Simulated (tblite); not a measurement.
Compound: C4H9ClSi2.
SMILES with atom numbers: `[CH3:1][C@@H:2]([Cl:3])[SiH2:4][C:5]#[C:6][SiH3:7]` (hydrogens: H8, H9, H10 on C1; H11 on C2; H12, H13 on Si4; H14, H15, H16 on Si7)

Computed with GFN2-xTB (tblite), gas phase: nudged elastic band of 9 images (0 to 8), spring 0.2 eV/Å², climbing image at the end, force threshold 0.05 eV/Å. No saddle search or frequency run followed, so the top image need not be a first-order saddle, and its height can exceed the method's true barrier by a kcal/mol or more.

The band describes a rotation about C2–Si4 (sp3 C–Cl carbon, SiH2 silicon), followed by the dihedral Cl3–C2–Si4–C5, from the optimised start (-177°) to a second optimised geometry at -58°.

Question: How does the energy change from image to image?

Answer: 
| image | dihedral (°) | E (eV) | C2–Si4 (Å) | Cl3···C5 (Å) | largest true force (eV/Å) |
| --- | --- | --- | --- | --- | --- |
| 0 | -177 | 0.000 | 1.920 | 4.58 | 0.01 |
| 1 | -163 | 0.013 | 1.921 | 4.55 | 0.03 |
| 2 | -148 | 0.037 | 1.924 | 4.49 | 0.03 |
| 3 | -133 | 0.059 | 1.928 | 4.39 | 0.03 |
| 4 | -118 | 0.070 | 1.930 | 4.24 | 0.03 |
| 5 | -103 | 0.064 | 1.928 | 4.06 | 0.03 |
| 6 | -89 | 0.046 | 1.925 | 3.84 | 0.04 |
| 7 | -74 | 0.028 | 1.921 | 3.62 | 0.03 |
| 8 | -58 | 0.022 | 1.921 | 3.42 | 0.01 |

Barriers of this band. The top is image 4 at -118°: 0.070 eV forward and 0.048 eV back; the end lies 0.022 eV above the start. The central bond is 0.010 Å longer at the top than at the start.

Question: What rate follows at 298 K for crossing this barrier forward?

Answer: Taking the electronic barrier for the free energy of activation (no zero-point or entropy terms, transmission 1), rate = (kT/h)·exp(−ΔE/kT) ≈ 4 × 10^11 s⁻¹, whose inverse is 2 × 10^-12 s. An error of 1 kcal/mol in the barrier changes this by a factor of 5, and the method and the loose band can each miss by that much or more. The barrier is only 2.7 kT, where transition-state theory is rough.

Question: How would the two end points share their population at 298 K, from these energies alone?

Answer: exp(−ΔE/kT) with ΔE = 0.022 eV gives 0.42 for the higher one (end) against 1 for the lower, without vibrational, rotational or degeneracy terms. GFN2-xTB can put conformers this close in the wrong order.

The cost below is that of the whole band run. The run took 2.9 s on one thread of an AMD EPYC 9R14, shared host with 96 logical CPUs at a one-minute load of 13, and the process peaked at 0.19 GiB of memory.
